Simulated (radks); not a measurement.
Problem. Spin polarisation of the 2s1 shell in the carbon ion C3+. Start: [He] 2s(up 0.5, down 0.5); electrons of 2s are moved from spin down to spin up, other shells keep equal spins. All-electron calculation, scalar-relativistic Kohn-Sham, LDA (Slater exchange, Perdew-Wang correlation), spin-polarised, spherical densities, finite nucleus; Fermi nuclear charge, rms radius of each element as measured or else 0.836 A^(1/3) + 0.57 fm. Program: a radial shooting solver on a logarithmic mesh with Libxc functionals. Estimate the energy gained and the exchange splitting at a moment of 1 Bohr magnetons.

Solution. At moment 1 the spin-polarisation energy is -1.001 eV and the 2s exchange splitting 4.897 eV, that is 4.897 eV per Bohr magneton; E = -I m^2/4 would give I = 4.006 eV.
